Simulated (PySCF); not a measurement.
PySCF run on K2⁺

The script input.py:

```python
from pyscf import gto, scf, solvent

mol = gto.M(
    atom='K 0 0 0; K 0 0 4.19',
    basis='sapporo-dkh3-dzp-2012',
    charge=1,
    spin=1,
    verbose=4,
)
mf = scf.UHF(mol)
mf = mf.sfx2c1e()
mf = mf.density_fit(auxbasis='def2-universal-jkfit')
mf = solvent.PCM(mf)
mf.with_solvent.eps = 2.27
mf.kernel()
mf.analyze()
print('orbital energies (hartree):', [e[max(0, n-3):n+3].round(4) for e, n in zip(mf.mo_energy, mol.nelec)])
```

```bash
$ OMP_NUM_THREADS=1 python input.py
```

It prints (some set-up lines and the per-cycle HOMO/LUMO lines with their warnings removed):

```
PySCF version 2.14.0

[INPUT] verbose = 4
[INPUT] num. atoms = 2
[INPUT] num. electrons = 37
[INPUT] charge = 1
[INPUT] spin (= nelec alpha-beta = 2S) = 1
[INPUT] symmetry False subgroup None
[INPUT] Mole.unit = angstrom
[INPUT] Symbol           X                Y                Z      unit          X                Y                Z       unit  Magmom
[INPUT]  1 K      0.000000000000   0.000000000000   0.000000000000 AA    0.000000000000   0.000000000000   0.000000000000 Bohr   0.0
[INPUT]  2 K      0.000000000000   0.000000000000   4.190000000000 AA    0.000000000000   0.000000000000   7.917952461928 Bohr   0.0

nuclear repulsion = 45.5925950219857
number of shells = 24
number of NR pGTOs = 126
number of NR cGTOs = 52
basis = sapporo-dkh3-dzp-2012
ecp = {}

******** <class 'pyscf.solvent._attach_solvent.PCMDFsfX2C1eUHF'> ********
method = PCMDFsfX2C1eUHF
initial guess = minao
damping factor = 0
level_shift factor = 0
DIIS = <class 'pyscf.scf.diis.CDIIS'>
diis_start_cycle = 1
diis_space = 8
diis_damp = 0
SCF conv_tol = 1e-09
SCF conv_tol_grad = None
SCF max_cycles = 50
direct_scf = False
number electrons alpha = 19  beta = 18

******** <class 'pyscf.x2c.sfx2c1e.SpinFreeX2CHelper'> ********
approx = 1e
xuncontract = 1
******** <class 'pyscf.solvent.pcm.PCM'> (In testing) ********

WARN: PCM is an experimental feature. It is still in testing.
Features and APIs may be changed in the future.

lebedev_order = 29 (302 grids per sphere)
eps = 2.27
frozen = False
Set gradient conv threshold to 3.16228e-05
******** <class 'pyscf.df.df.DF'> ********
auxbasis = def2-universal-jkfit
PCM E_diel = -0.000182608960648426
Solvent Energy = -0.000182608960648426
init E= -1202.84300795132

PCM E_diel = -0.0383401385790226
Solvent Energy = -0.0383401385790226
cycle= 1 E= -1202.79284821211  delta_E= 0.0502  |g|= 0.0374  |ddm|= 0.725
PCM E_diel = -0.0369663739125593
Solvent Energy = -0.0369663739125593
cycle= 2 E= -1202.80060823331  delta_E= -0.00776  |g|= 0.0228  |ddm|= 0.271
PCM E_diel = -0.0365364470338398
Solvent Energy = -0.0365364470338398
cycle= 3 E= -1202.80313452065  delta_E= -0.00253  |g|= 0.0125  |ddm|= 0.144
PCM E_diel = -0.0362398889988333
Solvent Energy = -0.0362398889988333
cycle= 4 E= -1202.80439900127  delta_E= -0.00126  |g|= 0.00254  |ddm|= 0.162
PCM E_diel = -0.0362253071635808
Solvent Energy = -0.0362253071635808
cycle= 5 E= -1202.80443784529  delta_E= -3.88e-05  |g|= 0.000579  |ddm|= 0.0201
PCM E_diel = -0.0362307858125531
Solvent Energy = -0.0362307858125531
cycle= 6 E= -1202.80443927877  delta_E= -1.43e-06  |g|= 0.000164  |ddm|= 0.0072
PCM E_diel = -0.0362339673894275
Solvent Energy = -0.0362339673894275
cycle= 7 E= -1202.80443937802  delta_E= -9.92e-08  |g|= 4e-05  |ddm|= 0.00291
PCM E_diel = -0.0362345464494021
Solvent Energy = -0.0362345464494021
cycle= 8 E= -1202.80443938429  delta_E= -6.28e-09  |g|= 3.41e-06  |ddm|= 0.000657
PCM E_diel = -0.0362345582943577
Solvent Energy = -0.0362345582943577
cycle= 9 E= -1202.8044393843  delta_E= -9.78e-12  |g|= 6.37e-07  |ddm|= 1.28e-05
PCM E_diel = -0.0362345542028285
Solvent Energy = -0.0362345542028285
Extra cycle  E= -1202.80443938431  delta_E= -6.82e-13  |g|= 2.56e-07  |ddm|= 3.41e-06
converged SCF energy = -1202.80443938431  <S^2> = 0.75011561  2S+1 = 2.0001156
**** SCF Summaries ****
Total Energy =                       -1202.804439384305397
Nuclear Repulsion Energy =              45.592595021985687
One-electron Energy =                -1739.335008233146709
Two-electron Energy =                  490.974208381058304
Two-electron Coulomb Energy =          556.645383860021411
DFT Exchange-Correlation Energy =      -65.671175478963107
**** MO energy ****
                             alpha | beta                alpha | beta
[8 lines left out]
MO #9   energy= -11.6040075445644  | -11.6034381634915  occ= 1 | 1
MO #10  energy= -11.6040075445485  | -11.6034380900686  occ= 1 | 1
MO #11  energy= -1.83950856301297  | -1.83605075017077  occ= 1 | 1
MO #12  energy= -1.83940454606387  | -1.83595023218714  occ= 1 | 1
MO #13  energy= -1.0337840252381   | -1.03068549630907  occ= 1 | 1
MO #14  energy= -1.03149577857862  | -1.03016874383795  occ= 1 | 1
MO #15  energy= -1.03149577857518  | -1.03016874383451  occ= 1 | 1
MO #16  energy= -1.0314518819255   | -1.03000999841355  occ= 1 | 1
MO #17  energy= -1.03110718718598  | -1.03000999840201  occ= 1 | 1
MO #18  energy= -1.03110718717452  | -1.02896979048499  occ= 1 | 1
MO #19  energy= -0.229594994951743 | -0.0476244197018065 occ= 1 | 0
MO #20  energy= -0.0417437514254542 | -0.0283302657605633 occ= 0 | 0
MO #21  energy= -0.0142053033413923 | 0.0153635533992722 occ= 0 | 0
MO #22  energy= -0.0142053033392024 | 0.0153635534016595 occ= 0 | 0
[30 lines left out]

To work with the spin densities directly, `use mulliken_meta_spin()` only printing them here.

 ** Mulliken spin pop alpha/beta on meta-lowdin orthogonal AOs **
 ** Mulliken Spin Density (per AO)  **
 ** Mulliken Spin Density (per atom)  **
spin density of  0 K =      0.50000
spin density of  1 K =      0.50000
 ** Mulliken pop alpha/beta on meta-lowdin orthogonal AOs **
 ** Mulliken pop       alpha | beta **
pop of  0 K 1s        1.00000 | 1.00000
pop of  0 K 2s        0.99998 | 0.99994
pop of  0 K 3s        0.99989 | 0.99971
pop of  0 K 4s        0.42916 | 0.00034
pop of  0 K 5s        0.00439 | 0.00000
pop of  0 K 6s        0.00518 | 0.00000
pop of  0 K 2px       1.00000 | 1.00000
pop of  0 K 2py       1.00000 | 1.00000
pop of  0 K 2pz       1.00000 | 1.00000
pop of  0 K 3px       0.99999 | 0.99999
pop of  0 K 3py       0.99999 | 0.99999
pop of  0 K 3pz       0.99997 | 0.99998
[40 lines left out]
In total            19.00000 | 18.00000
 ** Mulliken atomic charges   ( Nelec_alpha | Nelec_beta ) **
charge of  0K =      0.50000  (     9.50000      9.00000 )
charge of  1K =      0.50000  (     9.50000      9.00000 )
Dipole moment(X, Y, Z, Debye): -0.00000,  0.00000, 10.06271
orbital energies (hartree): [array([-1.0311, -1.0311, -0.2296, -0.0417, -0.0142, -0.0142]), array([-1.03  , -1.03  , -1.029 , -0.0476, -0.0283,  0.0154])]
```

In short: E(SCF) = -1202.804439 Eh, 9 cycles, ⟨S²⟩ = 0.750.

It ran on Intel Xeon Platinum 8488C (1 thread, shared host) in 3.8 s.

The bond length is a typed value, not an optimised one. The dipole of an ion depends on the origin. No search for the lowest solution was made.
